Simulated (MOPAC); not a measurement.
Input file for MOPAC: AM1 on BH2IO (SMILES OBI), a point of a torsion scan.

```
AM1 1SCF PRECISE CHARGE=0 THREADS=1
BH2IO

O     -0.99624389 1    -0.27391005 1    -0.32199971 1
B      0.02060809 1     0.51287085 1    -0.06920714 1
I      1.60199371 1    -0.03843221 1     1.25514099 1
H     -1.32869773 1    -0.91353717 1     0.30945498 1
H      0.16432967 1     1.45967718 1    -0.73901621 1
```

Output:

```
*******************************************************************************
 **                                                                           **
 **                              MOPAC v23.2.5                                **
 **                                                                           **
 *******************************************************************************
 ** MOPAC's Digital Object Identifier: https://doi.org/10.5281/zenodo.6511958 **
 **                                                                           **
 ** Please cite the open-source release paper for use of this MOPAC version:  **
 ** J. E. Moussa and J. J. P. Stewart (2026)                                  **
 ** MOPAC: An open-source semiempirical molecular orbital program             **
 ** J. Open Source Softw., 11(119), 8025, https://doi.org/10.21105/joss.08025 **
 *******************************************************************************

                              AM1 CALCULATION RESULTS

 *******************************************************************************
 *  AM1        - The AM1 Hamiltonian to be used
 *
 *
 *
 *                 CHARGE ON SYSTEM = 0
 *
 *
 *
 *  PRECISE    - TIGHTER CRITERIA TO BE USED
 *  1SCF       - DO 1 SCF AND THEN STOP
 *  THREADS=1  - MULTI-THREADING NOT USED
 *  T=         - A TIME OF 172800.0 SECONDS REQUESTED
 *  DUMP=N     - RESTART FILE WRITTEN EVERY 7200.0 SECONDS REQUESTED
 *******************************************************************************
AM1 1SCF PRECISE CHARGE=0 THREADS=1
 BH2IO

   ATOM   CHEMICAL          X               Y               Z
  NUMBER   SYMBOL      (ANGSTROMS)     (ANGSTROMS)     (ANGSTROMS)

     1       O         -0.99624389  *  -0.27391005  *  -0.32199971  *
     2       B          0.02060809  *   0.51287085  *  -0.06920714  *
     3       I          1.60199371  *  -0.03843221  *   1.25514099  *
     4       H         -1.32869773  *  -0.91353717  *   0.30945498  *
     5       H          0.16432967  *   1.45967718  *  -0.73901621  *



          CARTESIAN COORDINATES

    NO.       ATOM           X           Y           Z

     1         O         -0.9962     -0.2739     -0.3220
     2         B          0.0206      0.5129     -0.0692
     3         I          1.6020     -0.0384      1.2551
     4         H         -1.3287     -0.9135      0.3095
     5         H          0.1643      1.4597     -0.7390

  H: (AM1): M.J.S. DEWAR ET AL, J. AM. CHEM. SOC. 107 3902-3909 (1985)
  B: (AM1): M.J.S. DEWAR ET AL, ORGANOMETALLICS, 7, 513-521 (1988)
  O: (AM1): M.J.S. DEWAR ET AL, J. AM. CHEM. SOC. 107 3902-3909 (1985)
  I: (AM1): M.J.S. DEWAR AND E. G. ZOEBISCH, THEOCHEM, 180, 1 (1988).

           Empirical Formula: H2 O B I  =     5 atoms



      MOLECULAR POINT GROUP   :   C1


      RHF CALCULATION, NO. OF DOUBLY OCCUPIED LEVELS = 9


 -------------------------------------------------------------------------------
 AM1 1SCF PRECISE CHARGE=0 THREADS=1
 BH2IO



     1SCF WAS SPECIFIED, SO BFGS WAS NOT USED
     SCF FIELD WAS ACHIEVED


                              AM1 CALCULATION
                                                       MOPAC v23.2.5 Linux




          FINAL HEAT OF FORMATION =        -62.89587 KCAL/MOL =    -263.15633 KJ/MOL


          COSMO AREA              =        100.92 SQUARE ANGSTROMS
          COSMO VOLUME            =         86.27 CUBIC ANGSTROMS

          IONIZATION POTENTIAL    =         10.243113 EV
          HOMO LUMO ENERGIES (EV) =        -10.243  0.100
          NO. OF FILLED LEVELS    =          9
          MOLECULAR WEIGHT        =        155.7297         POINT GROUP:  C1

          MOLECULAR DIMENSIONS (Angstroms)

            Atom       Atom       Distance
            H     4    I     3     3.20142
            H     5    I     3     2.45986
            H     5    O     1     0.22215


          SCF CALCULATIONS        =          1





   ATOM   CHEMICAL          X               Y               Z
  NUMBER   SYMBOL      (ANGSTROMS)     (ANGSTROMS)     (ANGSTROMS)

     1       O         -0.99624389  *  -0.27391005  *  -0.32199971  *
     2       B          0.02060809  *   0.51287085  *  -0.06920714  *
     3       I          1.60199371  *  -0.03843221  *   1.25514099  *
     4       H         -1.32869773  *  -0.91353717  *   0.30945498  *
     5       H          0.16432967  *   1.45967718  *  -0.73901621  *

                             CARTESIAN COORDINATES

   1    O       -0.996243890    -0.273910050    -0.321999710
   2    B        0.020608090     0.512870850    -0.069207140
   3    I        1.601993710    -0.038432210     1.255140990
   4    H       -1.328697730    -0.913537170     0.309454980
   5    H        0.164329670     1.459677180    -0.739016210


           Empirical Formula: H2 O B I  =     5 atoms



      MOLECULAR POINT GROUP   :   C1


                  EIGENVALUES
 -39.08222 -29.84173 -22.79148 -17.50528 -15.65570 -14.97921 -10.89991 -10.36218
 -10.24311   0.09964   1.36815   2.58322   4.88597   6.57763


              NET ATOMIC CHARGES AND DIPOLE CONTRIBUTIONS

  ATOM NO.   TYPE          CHARGE      No. of ELECS.   s-Pop       p-Pop
    1          O          -0.298963        6.2990     1.80760     4.49136
    2          B           0.115665        2.8843     1.25284     1.63149
    3          I          -0.130345        7.1303     1.97497     5.15537
    4          H           0.264148        0.7359     0.73585
    5          H           0.049495        0.9505     0.95050
 DIPOLE           X         Y         Z       TOTAL
 POINT-CHG.    -1.208    -0.110    -0.145     1.221
 HYBRID        -0.864    -0.198    -0.027     0.887
 SUM           -2.072    -0.308    -0.172     2.102


          ATOMIC ORBITAL ELECTRON POPULATIONS

     Atom    s        px        py        pz
    1  O   1.80760   1.52380   1.47550   1.49206
    2  B   1.25284   0.54962   0.59607   0.48580
    3  I   1.97497   1.53272   1.92604   1.69661
    4  H   0.73585
    5  H   0.95050

 **********************
 *                    *
 * JOB ENDED NORMALLY *
 *                    *
 **********************




 == MOPAC DONE ==
```

The run finished.

Cost: around 0.03 core-seconds (rough).
